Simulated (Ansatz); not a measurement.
```yaml
crystal:
  periodic: [false, false, false]
  atoms:
    - {symbol: C, position_ang: [-1.419157, -1.544355, -2.149594]}
    - {symbol: O, position_ang: [-0.454921, -1.556344, -1.133635]}
    - {symbol: Ti, position_ang: [0.469546, -0.122978, -0.504371]}
    - {symbol: F, position_ang: [1.146260, 0.790961, -1.892805]}
    - {symbol: N, position_ang: [-0.967335, 0.997761, 0.001981]}
    - {symbol: C, position_ang: [-2.086340, 0.545466, 0.783762]}
    - {symbol: C, position_ang: [-0.791850, 2.427229, 0.041301]}
    - {symbol: C, position_ang: [1.056029, -1.382970, 1.423189]}
    - {symbol: C, position_ang: [1.262210, -0.019617, 1.722022]}
    - {symbol: C, position_ang: [2.310409, 0.447862, 0.900605]}
    - {symbol: C, position_ang: [2.755798, -0.628698, 0.104375]}
    - {symbol: C, position_ang: [1.982935, -1.757421, 0.426482]}
    - {symbol: H, position_ang: [-0.948699, -1.453010, -3.134938]}
    - {symbol: H, position_ang: [-1.984300, -2.481984, -2.123939]}
    - {symbol: H, position_ang: [-2.119170, -0.707868, -2.029652]}
    - {symbol: H, position_ang: [-3.016082, 1.025639, 0.448370]}
    - {symbol: H, position_ang: [-1.966674, 0.782590, 1.853081]}
    - {symbol: H, position_ang: [-2.209528, -0.535211, 0.688871]}
    - {symbol: H, position_ang: [-1.690013, 2.937207, -0.333358]}
    - {symbol: H, position_ang: [-0.609184, 2.793700, 1.063983]}
    - {symbol: H, position_ang: [0.047737, 2.731100, -0.587231]}
    - {symbol: H, position_ang: [0.295658, -2.020272, 1.849676]}
    - {symbol: H, position_ang: [0.706010, 0.566392, 2.438570]}
    - {symbol: H, position_ang: [2.678290, 1.462789, 0.855044]}
    - {symbol: H, position_ang: [3.513468, -0.573211, -0.662877]}
    - {symbol: H, position_ang: [2.038901, -2.724746, -0.048913]}
basis:
  gaussian: {orbitals: def2-TZVPP, fitting: {mean_field: cc-pVTZ-jkfit}}
hamiltonian: {xc: {name: wB97M-V}}
scf: {lower_state_search: light}
output: {forces: true}
```

```sh
$ ansatz run in.yaml --threads 11 --pin off --events-out ev --progress --plain --max-ram 174080MiB --backend cuda --devices 0, --max-vram 75GiB
```

**Question.** How does Ansatz answer? (An estimate is asked.)

**Answer.** Ansatz gave: The program refused the input.
```
Functional definition: wB97M-V
Error: <dir> the basis set cc-pVTZ-JKFIT has no functions for Ti
```
